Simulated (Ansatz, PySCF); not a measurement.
Donor–acceptor adduct: AlH3 (SMILES [AlH3]) (first 4 atoms) with AsH3 (SMILES [AsH3]); geometry from B3LYP-D3(BJ)/def2-TZVP, rigid monomers moved along the line of their centres of mass till Al1···As5 is 3.07 Å.
(charge 0, multiplicity 1):
```xyz
8

Al     0.2822     0.6255     0.5610
H     -0.5405    -0.2926    -0.4415
H     -0.2475     2.0913     0.8698
H      1.8116     0.2894     0.8303
As    -0.7919    -0.6569     3.1343
H     -0.3268    -0.1569     4.4822
H     -0.5728    -2.1284     3.3984
H     -2.2732    -0.6353     3.4314
```

Quantity: the interaction energy.

Monomers are frozen at their geometry in the pair; levels with a basis set take the counterpoise correction.

Frozen-core correlation. Filled d and f shells under p-block atoms count as core. CBS: X⁻³ extrapolation of the correlation energy, Hartree–Fock from the larger set.

Run with Ansatz (Gaussian basis) for Hartree–Fock, density functionals and correlated methods; PySCF for the dispersion terms. Values without a source in brackets are computed.

Costs are ratios of core time to PBE/def2-TZVPPD (roughly 7 s), for whole runs (searches for the state included, and forces where a run took them) on one shared machine, so rough; each difference counts from -12.08 kcal/mol (CCSD(T)/CBS(def2-SVPD, def2-TZVPPD), a level with limits of its own).

```
level                      basis functions  cost
-------------------------  ---------------  ----
PBE/def2-TZVPPD                        204    ×1
PBE-D3(BJ)/def2-TZVPPD                 204    ×1
PBE0/def2-TZVPPD                       204    ×2
PBE0-D3(BJ)/def2-TZVPPD                204    ×2
r2SCAN/def2-TZVPPD                     204    ×2
r2SCAN-D3(BJ)/def2-TZVPPD              204    ×2
B3LYP/def2-TZVPPD                      204    ×2
B3LYP-D3(BJ)/def2-TZVPPD               204    ×2
CCSD(T)/def2-SVPD                      110    ×3
wB97X-V/def2-TZVPPD                    204    ×3
wB97M-V/def2-TZVPPD                    204    ×4
CCSD(T)/def2-TZVPPD                    204   ×20
```

Question: Which is the cheapest listed level whose difference stays within 0.25 kcal/mol?

Answer: B3LYP-D3(BJ)/def2-TZVPPD (-0.19 kcal/mol, cost ×2).

Question: What does the step from CCSD(T)/def2-SVPD to CCSD(T)/def2-TZVPPD cost and buy?

Answer: 110 to 204 functions, cost ×7 (rough); the difference goes from 1.28 to 0.38 kcal/mol.

Each difference (kcal/mol): PBE/def2-TZVPPD -0.27; PBE-D3(BJ)/def2-TZVPPD -1.47; PBE0/def2-TZVPPD -0.47; PBE0-D3(BJ)/def2-TZVPPD -1.70; r2SCAN/def2-TZVPPD -0.76; r2SCAN-D3(BJ)/def2-TZVPPD -1.19; B3LYP/def2-TZVPPD 2.15; B3LYP-D3(BJ)/def2-TZVPPD -0.19; CCSD(T)/def2-SVPD 1.28; wB97X-V/def2-TZVPPD -0.74; wB97M-V/def2-TZVPPD -0.33; CCSD(T)/def2-TZVPPD 0.38.

Ansatz is a first-principles code.
